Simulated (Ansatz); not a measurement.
Geometry optimisation, RKS r2SCAN/STO-3G in Ansatz 0.2.0.

The input (input.yaml):

```yaml
crystal:
  periodic: [false, false, false]
  atoms:
    - { symbol: C, position_ang: [0.4315, -1.5263, 1.3304] }
    - { symbol: Si, position_ang: [0.8304, -0.3101, -0.0608] }
    - { symbol: C, position_ang: [1.6109, -1.2546, -1.4629] }
    - { symbol: O, position_ang: [1.9919, 0.8936, 0.533] }
    - { symbol: Al, position_ang: [-1.1259, 0.7244, -0.8717] }
    - { symbol: Si, position_ang: [-2.4491, 2.0108, 0.6336] }
    - { symbol: H, position_ang: [1.3279, -1.9703, 1.705] }
    - { symbol: H, position_ang: [-0.2777, -2.2347, 0.9271] }
    - { symbol: H, position_ang: [-0.1006, -0.8993, 2.1816] }
    - { symbol: H, position_ang: [1.907, -0.5567, -2.2471] }
    - { symbol: H, position_ang: [0.9317, -2.0269, -1.8067] }
    - { symbol: H, position_ang: [2.5841, -1.7387, -1.0565] }
    - { symbol: H, position_ang: [2.0509, 1.4965, -0.2557] }
    - { symbol: H, position_ang: [-1.5881, 0.5794, -2.3642] }
    - { symbol: H, position_ang: [-2.5396, 3.3668, 0.1597] }
    - { symbol: H, position_ang: [-3.7896, 1.4451, 0.7293] }
    - { symbol: H, position_ang: [-1.8148, 2.0004, 1.9662] }
basis:
  gaussian: { orbitals: STO-3G }
hamiltonian:
  xc: r2scan
relax:
  f_tol: 0.02
  max_steps: 50
```

Run as:

```bash
$ ansatz run input.yaml --threads 1 --pin off --max-ram 2048MiB --backend cpu --events-out ev --progress --plain --runs-dir out
```

**Question.** Where does it end, and by what steps?

**Answer.** The forces met the threshold. Limits of this set-up: minimal basis. After 8 steps the energy has fallen by 0.629 eV; H13 moved furthest, 0.31 Å.

```json
{"step": "0", "energy less start (eV)": "0.0000", "largest force component (eV/Å)": "3.573", "accepted": "yes"}
{"step": "1", "energy less start (eV)": "-0.5170", "largest force component (eV/Å)": "1.176", "accepted": "yes"}
{"step": "2", "energy less start (eV)": "-0.6148", "largest force component (eV/Å)": "0.340", "accepted": "yes"}
{"step": "3", "energy less start (eV)": "-0.6242", "largest force component (eV/Å)": "0.150", "accepted": "yes"}
{"step": "4", "energy less start (eV)": "-0.6276", "largest force component (eV/Å)": "0.039", "accepted": "yes"}
{"step": "5", "energy less start (eV)": "-0.6282", "largest force component (eV/Å)": "0.026", "accepted": "yes"}
{"step": "6", "energy less start (eV)": "-0.6286", "largest force component (eV/Å)": "0.021", "accepted": "yes"}
{"step": "7", "energy less start (eV)": "-0.6287", "largest force component (eV/Å)": "0.025", "accepted": "yes"}
{"step": "8", "energy less start (eV)": "-0.6288", "largest force component (eV/Å)": "0.017", "accepted": "yes"}
```

```xyz
17
Properties=species:S:1:pos:R:3
C 0.476 -1.453 1.331
Si 0.802 -0.255 -0.090
C 1.611 -1.266 -1.475
O 2.008 0.798 0.587
Al -1.145 0.797 -0.799
Si -2.520 2.003 0.596
H 1.407 -1.921 1.669
H -0.206 -2.258 1.032
H 0.030 -0.947 2.195
H 1.871 -0.651 -2.344
H 0.938 -2.056 -1.828
H 2.531 -1.751 -1.128
H 2.320 1.338 -0.225
H -1.526 0.704 -2.257
H -2.655 3.384 0.174
H -3.871 1.477 0.625
H -2.091 2.057 1.978
```

Whether the end is a true minimum wasn't checked by a vibrational analysis.

The run took 2.1 min on 1 thread of Arm Neoverse N1 (shared host), peak memory 0.2 GiB.
